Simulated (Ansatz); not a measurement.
`CO[SiH](C)C#N` → `C#N` + `CO[Si]C` at 600 K and 1 bar (silylene formation by 1,1-elimination).

Calculated with Ansatz (gas phase, PBE0-D4/def2-TZVP geometries, no zero-point term in ΔE). CCSD(T)/CBS adds triple-zeta CCSD(T) − MP2 to the extrapolated MP2 energy (def2 sets, frozen cores). This one scheme is used for every species. Each species was taken in one conformer, which may not be the lowest.

| species | CCSD(T)/CBS energy (Eh) | H − E (kJ/mol) | S (J/(mol·K)) |
| --- | --- | --- | --- |
| `CO[SiH](C)C#N` | -537.36905 | 328.3 | 492.8 |
| `C#N` | -93.32098 | 64.3 | 228.4 |
| `CO[Si]C` | -443.95718 | 258.8 | 408.3 |

H − E and S are ideal-gas, rigid-rotor, harmonic terms from PBE0-D4/def2-TZVP, for one conformer and one mirror image of each species. 1 Eh = 2625.50 kJ/mol, R = 8.31446 J/(mol·K).

**Question.** By hand: ΔE, ΔH, ΔS and ΔG.

**Answer.** ΔE = (-93.32098) + (-443.95718) − (-537.36905) = 0.09089 Eh = 238.6 kJ/mol. Δ(H − E) = 64.3 + 258.8 − 328.3 = -5.2, so ΔH = 233.4 kJ/mol. ΔS = 228.4 + 408.3 − 492.8 = 143.9 J/(mol·K). ΔG = 233.4 − 600 × (143.9)/1000 = 147.1 kJ/mol.

**Question.** By hand: the equilibrium constant, and the temperature at which ΔG would vanish if ΔH and ΔS stayed fixed.

**Answer.** log₁₀ K = −ΔG/(RT ln 10) = -12.8. ΔG = 0 at ΔH/ΔS = 1622 K.

The number of gas molecules changes by +1, which sets the sign of ΔS. A doubt of 5 kJ/mol in ΔE shifts log₁₀ K by 0.4 here. Other conformers and mirror images would add mixing entropy, several J/(mol·K) or more a flexible species. Modes under 60 cm⁻¹, often nearly free rotors, make the harmonic entropy too high. These are equilibria of isolated gas molecules and say nothing of rates. Largest T1 diagnostic: 0.014 (customary marks: 0.02 for closed shells, 0.045 for open ones).
